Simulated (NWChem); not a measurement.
Molecule: CH9NSi2; SMILES N([SiH3])C[SiH3]

```xyz
13

Si     0.1504    -2.1977    -0.1102
C     -0.6919    -0.5189     0.1610
N      0.2858     0.5355     0.3510
Si     0.0482     2.1849    -0.1312
H     -0.8613    -3.2993    -0.1608
H      1.0864    -2.4597     1.0289
H      0.9375    -2.1899    -1.3791
H     -1.2845    -0.3074    -0.7473
H     -1.4336    -0.5964     0.9833
H      0.9442     0.3595     1.1024
H     -1.0404     2.9170     0.6026
H     -0.3126     2.2188    -1.5821
H      1.3353     2.9022     0.1090
```
Atoms are numbered in this order, from 1.

All runs: NWChem. Pople sets run with spherical d functions. Coordinates come from a PBE0/def2-SVP optimisation. No frequency run checked for a minimum. Level B3LYP/6-31G*: energy and gradient on several grids; changes count from the extra-fine grid, which is no exact limit either.

```json
[
 {"grid": "xcoarse", "size of the energy change (μHa)": "30", "largest change of a gradient component (μHa/bohr)": "2000", "time, medium = 1 (rough)": "about 1"},
 {"grid": "coarse", "size of the energy change (μHa)": "50", "largest change of a gradient component (μHa/bohr)": "300", "time, medium = 1 (rough)": "about 1"},
 {"grid": "medium", "size of the energy change (μHa)": "10", "largest change of a gradient component (μHa/bohr)": "70", "time, medium = 1 (rough)": "about 1"},
 {"grid": "fine", "size of the energy change (μHa)": "< 10", "largest change of a gradient component (μHa/bohr)": "< 30", "time, medium = 1 (rough)": "about 1"},
 {"grid": "xfine", "size of the energy change (μHa)": "< 10", "largest change of a gradient component (μHa/bohr)": "< 30", "time, medium = 1 (rough)": "2"}
]
```
